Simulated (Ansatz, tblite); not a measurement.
Cost and result up the ladder for the cluster CuCl2 (the lowest doublet isomer of a short search) (3 atoms). The state is a doublet with charge 0. Geometry: PBE0-D4/def2-TZVP.

```xyz
3

Cu    0.0000   -0.0004    0.0000
Cl    1.8835    0.1740   -0.8140
Cl   -1.8836   -0.1736    0.8140
```

Ansatz on 4 threads of INTEL XEON PLATINUM 8581C on a shared host; xTB runs through tblite on one thread. Times are rough, summed over both states, and most runs start from the orbitals of an earlier one. PBE0-D4/def2-TZVP serves as the yardstick here, not as an exact answer. The other state is a triplet.

The xTB rows come from tblite. HOMO above LUMO, or a gap near zero within one spin, warns that the state may not be the lowest or that an electron is smeared out. The structure comes from a short search, and lower isomers may exist.

Raw xTB energies of ions are shifted by several eV, and xTB has no spin-polarisation term.

| level | functions | vertical IE (eV) | difference from PBE0-D4/def2-TZVP (eV) | remarks |
| --- | --- | --- | --- | --- |
| PBE-D4/def2-TZVP | 119 | 10.40 | -0.53 | gap within one spin near zero (doublet) |
| GFN2-xTB | 27 | 15.07 | 4.13 | – |
| PBE0-D4/def2-TZVP (with forces) | 119 | 10.94 | 0.00 | – |
| GFN1-xTB | 27 | 14.79 | 3.85 | – |
| r2SCAN-D4/def2-TZVP | 119 | 10.61 | -0.33 | – |

Question: Estimate how long each takes.

Answer: GFN2-xTB 0.006 s; GFN1-xTB 0.007 s; PBE-D4/def2-TZVP 3.7 s; r2SCAN-D4/def2-TZVP 9.6 s; PBE0-D4/def2-TZVP (with forces) 51 s. On shared hardware such times vary by a factor of up to 3.
